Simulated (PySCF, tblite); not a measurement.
Isomers of C6H9N3. Calculated harmonic vibrations of the isolated species, GFN2-xTB (tblite), most abundant isotopes, no scaling. Errors from tens to a few hundred cm⁻¹ against measured bands are possible. One conformer each.

Electronic energies: PBE0-D3(BJ)/def2-SVP at its own geometries (PySCF, gas phase).

```
          SMILES  electronic energy, lowest = 0 (kJ/mol)
  C=CCn1cc(C)nn1                                    66.0
   CCc1ncc(C)nn1                                     0.0
  C=Cc1nn(C)nc1C                                    14.5
C=Cn1nc(C)c(C)n1                                     7.5
```

**Question.** How do GFN2-xTB zero-point energies change the relative energies?

**Answer.** 
```json
{"SMILES": "CCc1ncc(C)nn1", "ZPE (kJ/mol)": "378.4", "of it from modes above 1550 cm⁻¹": "172.4", "electronic (kJ/mol)": "0.0", "with ZPE, lowest = 0 (kJ/mol)": "0.0", "lowest mode (cm⁻¹)": "11", "rings": "1"}
{"SMILES": "C=Cn1nc(C)c(C)n1", "ZPE (kJ/mol)": "378.0", "of it from modes above 1550 cm⁻¹": "184.2", "electronic (kJ/mol)": "7.5", "with ZPE, lowest = 0 (kJ/mol)": "7.1", "lowest mode (cm⁻¹)": "80", "rings": "1"}
{"SMILES": "C=Cc1nn(C)nc1C", "ZPE (kJ/mol)": "377.6", "of it from modes above 1550 cm⁻¹": "174.1", "electronic (kJ/mol)": "14.5", "with ZPE, lowest = 0 (kJ/mol)": "13.6", "lowest mode (cm⁻¹)": "13i", "rings": "1"}
{"SMILES": "C=CCn1cc(C)nn1", "ZPE (kJ/mol)": "378.2", "of it from modes above 1550 cm⁻¹": "174.7", "electronic (kJ/mol)": "66.0", "with ZPE, lowest = 0 (kJ/mol)": "65.8", "lowest mode (cm⁻¹)": "31", "rings": "1"}
```

The zero-point energies span 0.8 kJ/mol, from `C=Cc1nn(C)nc1C` to `CCc1ncc(C)nn1`. Slightly imaginary modes are left out of the zero-point energy: `C=Cc1nn(C)nc1C` 12.5i cm⁻¹. The order is unchanged.

**Question.** And how do the electronic energies of GFN2-xTB itself compare?

**Answer.** `CCc1ncc(C)nn1` 5.7; `C=Cn1nc(C)c(C)n1` 0.0; `C=Cc1nn(C)nc1C` 16.4; `C=CCn1cc(C)nn1` 59.2 kJ/mol, lowest = 0. Against the energies above, taken from the same isomer `CCc1ncc(C)nn1`, the largest difference is 13.2 kJ/mol. The two levels were optimised apart and needn't hold the same conformer.
